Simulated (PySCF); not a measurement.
**How methods differ on the excitation energy of Ru**

Ru [Kr] 4d7 5s1 (5F) → Ru [Kr] 4d7 5p1 (high-spin determinant), as a difference of total energies. All numbers are calculated (PySCF 2.14, scalar relativity by spin-free X2C-1e, in x2c-TZVPPall with one added diffuse shell each of s, p, d, f type (9s7p7d3f1g, 95 functions)). Correlated levels: valence: [Kr] frozen. The calculations carry no spin-orbit coupling.

| method | excitation energy (cm⁻¹) |
| --- | --- |
| UHF | 23977 |
| MP2 (valence) | 27695 |
| SCS-MP2 (valence) | 26686 |
| CCSD (valence) | 26935 |
| CCSD(T) (valence) | 26992 |

A first-order spin-orbit estimate (lowest level to lowest level, LS coupling) adds 0.021 eV.

The determinant of the upper state mixes LS terms, which raises its energy above the lowest term, most at the Hartree-Fock and MP2 levels.
